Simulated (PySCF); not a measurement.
Correlation energy of Ar²⁺ (argon, charge +2)

[Ne] 3s2 3p4, high-spin 3P determinant. Computed with PySCF 2.14 in def2-TZVP (5s5p2d1f, 37 functions), with no relativity, point nucleus. Frozen: [Ne]; 6 electrons correlated.

MP2 pair energies summed by pair of shells (mhartree):

```tsv
pair	energy	share (%)
3p-3p	-60.69	47.7
3s-3p	-57.49	45.2
3s-3s	-9.01	7.1
```

Total MP2 correlation energy: -127.19 mhartree.

Same-spin part -29.37 and opposite-spin part -97.82 mhartree; SCS-MP2 scales them by 1/3 and 6/5 to -127.17 mhartree.

| level | correlation energy (mhartree) |
| --- | --- |
| CCSD | -154.27 |
| (T) | -4.07 |
| CCSD(T) | -158.34 |

Diagnostics: T1 = 0.0079, D1 = 0.0257, largest double amplitude 0.058.

Q: Is a single reference adequate?

A: Yes: T1 lies below 0.03 and no double amplitude reaches 0.07.
